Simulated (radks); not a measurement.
Valence configurations of S I (all share [Ne]). Method: non-relativistic Kohn-Sham, SCAN, spin-polarised, spherical densities, point nucleus; open shells are filled with parallel spins first; meta-GGA in the generalised Kohn-Sham scheme; computed with a radial shooting solver on a logarithmic mesh with Libxc functionals. Energies are relative to 3s2 3p4; eigenvalues in eV for spin up.

valence,E (eV),moment (Bohr magnetons),e(3p),e(3s)
3s2 3p4,0.000,2,-8.148,-18.914
3s1.5 3p4.5,5.233,2,-8.521,-19.407
3s1 3p5,10.355,2,-8.949,-19.966
3s0.5 3p5.5,16.834,1,-8.692,-19.658
3p6,22.598,0,-8.353,-

NIST lists [Ne] 3s2 3p4 as the ground configuration; this level of theory agrees among the configurations tried. The energies are those of spherical high-spin densities, not of single terms.
